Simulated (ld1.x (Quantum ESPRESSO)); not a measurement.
## H: variants of one RRKJ potential

Base potential:

```
Element                 : H
Generator               : ld1.x (Quantum ESPRESSO) 7.5
Type                    : norm-conserving RRKJ (Kleinman–Bylander form)
Functional              : PBE
Relativity              : non-relativistic
Frozen core             : none
Valence charge          : 1
Reference configuration : 1s1
Partial waves           : 1s (bound): rc 1.25 bohr; 2p channel at 0.1 Ry: rc 1.00 bohr
Local potential         : all-electron potential smoothed inside 0.95 bohr (lloc = -1)
Core correction         : none
```

Cutoffs, loose and tight: the cutoffs (Ry, on a coarse ladder) from which the occupation-weighted sum of valence levels, in a spherical-Bessel basis at the reference potential, stays within 10 and 1 mRy of its value at 400 Ry. They do not see the model core or the augmentation charge, which bear on the density cutoff. Test errors are all-electron minus pseudo excitation energies from the reference, over the configurations 1s0.5. A dash means not determined; rows that change the core or the reference have their own tests.

| change | outcome | cutoff, loose | cutoff, tight | bound ghosts |
| --- | --- | --- | --- | --- |
| base | generated | 21 Ry | 35 Ry | none |
| all radii scaled by about 0.76 (s 0.94, p 0.76 bohr); local potential all-electron potential smoothed inside 0.72 bohr (lloc = -1) | generated | 30 Ry | 50 Ry | none |
| all radii scaled by about 0.92 (s 1.16, p 0.92 bohr); local potential all-electron potential smoothed inside 0.88 bohr (lloc = -1) | generated | 21 Ry | 40 Ry | none |
| all radii scaled by about 1.14 (s 1.42, p 1.14 bohr); local potential all-electron potential smoothed inside 1.08 bohr (lloc = -1) | generated | 18 Ry | 30 Ry | none |
| all radii scaled by about 1.23 (s 1.54, p 1.22 bohr); local potential all-electron potential smoothed inside 1.16 bohr (lloc = -1) | generated | 18 Ry | 30 Ry | none |
| all radii scaled by about 1.31 (s 1.64, p 1.30 bohr); local potential all-electron potential smoothed inside 1.24 bohr (lloc = -1) | generated | 15 Ry | 25 Ry | none |
| all radii scaled by about 1.40 (s 1.74, p 1.40 bohr); local potential all-electron potential smoothed inside 1.32 bohr (lloc = -1) | generated | 15 Ry | 25 Ry | none |

Problem. What comes out with this change to the base: all radii scaled by about 0.83 (s 1.04, p 0.82 bohr); local potential all-electron potential smoothed inside 0.78 bohr (lloc = -1)?

Solution. outcome: generated; cutoff, loose: 25 Ry; cutoff, tight: 45 Ry; bound ghosts: none.

Reading the sweep of the scale of all radii (base = 1) (base included, trends over the rows without a ghost): The loose cutoff falls from 30 Ry at 0.76 to 15 Ry at 1.4. A larger radius leaves more room for a smooth pseudo-wave, so fewer plane waves are needed; a smaller one forces it to follow the all-electron wave where it bends sharply.
